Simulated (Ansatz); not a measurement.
`F[Si@@H](Cl)[Si@@H](F)Cl` + NH₃ → `N[SiH](F)Cl` + `F[SiH2]Cl`  (cleavage of the Si–Si bond)

Computed with Ansatz on PBE0-D4/def2-TZVP structures; ΔE is electronic, products minus reactants. CBS: MP2 limit from def2 TZ/QZ plus the TZ coupled-cluster correction, frozen cores. This one scheme is used for every species. DFT in def2-TZVPP. HSE06 is defined as in plane-wave codes. One conformer a species, not always the lowest.

`F[Si@@H](Cl)[Si@@H](F)Cl`:

Z-matrix (Å, degrees):
```
Si
Cl 1 2.042
Si 1 2.347 2 106.3
F 1 1.594 2 108.6 3 118.7
H 1 1.479 2 108.7 3 -123.9
F 3 1.594 1 110.4 2 173.2
Cl 3 2.042 1 106.3 2 -69.2
H 3 1.479 1 114.6 2 50.9
```

NH₃:

Z-matrix (Å, degrees):
```
N
H 1 1.013
H 1 1.013 2 107.1
H 1 1.013 2 107.1 3 -114.5
```

`N[SiH](F)Cl`:

Cartesian coordinates in Å:
```
N 1.038 0.044 -0.266
Si -0.580 0.092 0.204
F -0.953 -0.901 1.393
Cl -1.713 -0.494 -1.387
H 1.396 -0.663 -0.887
H 1.761 0.482 0.280
H -0.948 1.440 0.664
```

`F[SiH2]Cl`:

Z-matrix (Å, degrees):
```
Si
F 1 1.589
Cl 1 2.036 2 108.8
H 1 1.475 2 108.3 3 -118.2
H 1 1.475 2 108.3 3 118.2
```

CCSD(T)/CBS gives -93.0 kJ/mol.

Question: Another level gave -79.3 kJ/mol. Which?
A. PBE/def2-TZVPP
B. HSE06-D4/def2-TZVPP
C. BHLYP-D4/def2-TZVPP
D. HF/def2-TZVPP

Answer: B. HSE06-D4 -79.3, BHLYP-D4 -95.7, HF/def2-TZVPP -113.8, PBE -74.2 kJ/mol.

Largest T1 diagnostic among the species: 0.011.

From PBE to PBE0 (25 % exact exchange), in def2-TZVPP and without D4, ΔE moves by −9.5 kJ/mol. In def2-TZVPP, CCSD(T) changes the Hartree–Fock value by +18.6 kJ/mol (the triples alone add +3.1 kJ/mol) and MP2 by +11.9 kJ/mol. At CCSD(T), def2-SVP lies −4.1 kJ/mol from the extrapolated value and def2-TZVPP −2.2 kJ/mol.
